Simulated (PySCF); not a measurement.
Removing an electron from cyclo-(H2SiS)2

Species: cyclo-(H2SiS)2.
Geometry (PBE0-D3(BJ)/def2-SVP, Å), atoms numbered from 1 in this order:
```xyz
8
H4S2Si2 angstrom
Si    -0.032   -0.658   -1.238
H     -1.140   -0.581   -2.232
H      1.037   -1.549   -1.770
S     -0.719   -1.290    0.704
Si     0.032    0.658    1.238
H     -1.035    1.549    1.773
H      1.141    0.579    2.230
S      0.716    1.292   -0.704
```

Level: B3LYP/def2-SVPD (PySCF). Frontier orbitals with their largest atomic shares (Löwdin; up to four atoms above 4 %):

| orbital | ε (eV) | main atoms |
| --- | --- | --- |
| HOMO−3 | -9.14 | S4 21 %, S8 21 %, Si5 17 %, Si1 17 % |
| HOMO−2 | -8.46 | S4 43 %, S8 43 %, Si5 7 %, Si1 7 % |
| HOMO−1 | -7.53 | S8 42 %, S4 42 %, Si1 8 %, Si5 8 % |
| HOMO | -7.42 | ? |
| LUMO | -1.31 | Si5 22 %, Si1 22 %, S4 16 %, S8 16 % |
| LUMO+1 | -1.09 | S4 28 %, S8 28 %, Si5 16 %, Si1 16 % |
| LUMO+2 | -0.14 | Si5 22 %, Si1 22 %, S8 16 %, S4 16 % |

Q: What vertical ionisation energy does ΔSCF give, and how far is −ε(HOMO) from it?

A: ΔSCF: 9.45 eV (912 kJ/mol; threshold wavelength 131 nm); ⟨S²⟩ of the doublet left behind is 0.755, against 0.75 for a pure doublet. −ε(HOMO) is 7.42 eV, 2.03 eV below it. In exact Kohn–Sham theory the two would be equal; B3LYP (global hybrid, 20 % exact exchange) falls short of its own ΔSCF value by 21 %.

Q: On which atoms does the HOMO lie?

A: S4 (sulfur bonded to 2 Si) 28 %, S8 (sulfur bonded to 2 Si) 28 %, Si1 (silicon bonded to 2 S and 2 H) 11 %, Si5 (silicon bonded to 2 S and 2 H) 11 %, so no atom holds as much as 40 %. The HOMO−1 lies 0.11 eV lower.

Q: And the vertical electron affinity, the fundamental gap, Mulliken's electronegativity and the hardness (with the factor ½)?

A: EA = -0.33 eV by ΔSCF (−ε(LUMO) = 1.31 eV); a negative value means that the added electron isn't bound at this geometry and level, and the number then depends on the basis. IE − EA = 9.78 eV against an orbital gap of 6.11 eV; (IE + EA)/2 = 4.56 eV; (IE − EA)/2 = 4.89 eV. Parr's electrophilicity index (IE + EA)²/[8(IE − EA)] is 1.06 eV.

Q: How many of the 10 lowest singlet excitations (vertical TDDFT, same level) lie below the ionisation energy?

A: All 10; they run from 5.08 to 7.01 eV.

Q: The lowest singlet excitation (vertical TDDFT, same level) lies at 5.08 eV. How far is it below IE − EA?

A: IE − EA = 9.78 eV, so by 4.70 eV.

Q: What kinetic energy would electrons from this vertical process carry with 118.2 nm light (10.49 eV)?

A: 10.49 − 9.45 = 1.04 eV.

Q: With α = 89.7 au, estimate the like-pair dispersion coefficient by London's formula C6 = (3/4)α²I.

A: I = 0.3472 Eh, so C6 ≈ 2090 au, a rough estimate.

Geometry: PBE0-D3(BJ)/def2-SVP, one conformer, isolated molecule.
